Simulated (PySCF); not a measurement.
An unknown is described by computed data only.

Formula: C9H7NSi.

* Rotational structure: rotational constants A, B, C: 2.771, 0.584, 0.485 GHz [PBE0-D3(BJ)/def2-SVP]
* Triplet: lowest triplet excitation (Tamm–Dancoff): 3.00 eV [TDA CAM-B3LYP/def2-SVPD]
* 13C NMR: chemical shifts (computed TMS as zero) by class: 154.1 (1 C), 150.8 (1 C), 136.5 (1 C), 132.4 (1 C), 130.2 (1 C), 127.2 (1 C), 127.1 (1 C), 117.6 (1 C), 114.5 (1 C) ppm [GIAO KT2/pcSseg-2]
* Dipole: 4.61 D [CAM-B3LYP/def2-SVPD]
* NMR, other nuclei: isotropic shieldings of nuclei other than C and H, by class: -34 (1 N), 395 (1 Si) ppm [GIAO KT2/pcSseg-2]
* UV, strongest line: among the 10 lowest singlet transitions: S3 at 5.75 eV (216 nm, f = 1.050) [TDDFT CAM-B3LYP/def2-SVPD]
* Polarisability: 135.7 au [CAM-B3LYP/def2-SVPD]
* 1H NMR: chemical shifts (computed TMS as zero) by class: 7.65 (1 H), 7.62 (1 H), 7.47 (1 H), 7.39 (1 H), 6.37 (1 H), 4.97 (2 H) ppm [GIAO KT2/pcSseg-2]

Gas-phase values; electronic properties from PySCF, density fitting. Levels stand in brackets. Geometry: PBE0-D3(BJ)/def2-SVP; no solvent, vibrations or thermal averaging. Each NMR value is the plain mean over a class of atoms that symmetry, rotation or inversion makes alike.

Question: What is the compound? Reason from the data.

Answer: Numbering: `[N:1]#[C:2][c:3]1[cH:4][cH:5][c:6]2[c:7]([cH:8]1)[CH:9]=[CH:10][SiH2:11]2`. Its formula, C9H7NSi, gives 8 degrees of unsaturation: 2 rings and 6 π bonds in the structure found (Kekulé form). 9 carbons fall into 9 classes; from least to most shielded: alkene CH carbon [C9] (154.1 ppm), substituted aromatic carbon [C7] (150.8 ppm), substituted aromatic carbon [C6] (136.5 ppm), aromatic CH carbon [C5] (132.4 ppm), aromatic CH carbon [C4] (130.2 ppm), alkene CH carbon [C10] (127.2 ppm), aromatic CH carbon [C8] (127.1 ppm), nitrile carbon [C2] (117.6 ppm), substituted aromatic carbon [C3] (114.5 ppm). Hydrogen classes from least to most shielded: 1 H on an aromatic CH carbon, C5 (7.65 ppm), 1 H on an alkene CH carbon, C9 (7.62 ppm), 1 H on an aromatic CH carbon, C8 (7.47 ppm), 1 H on an aromatic CH carbon, C4 (7.39 ppm), 1 H on an alkene CH carbon, C10 (6.37 ppm), 2 H on an SiH2 silicon, Si11 (4.97 ppm). The other shieldings belong to: -34 ppm, nitrile nitrogen [N1]; 395 ppm, SiH2 silicon [Si11]. The optimised geometry has point group Cs and is an asymmetric top. Structure: `N#Cc1ccc2c(c1)C=C[SiH2]2`. The assignments are read from this structure; whether some other isomer fits the data as well wasn't checked.
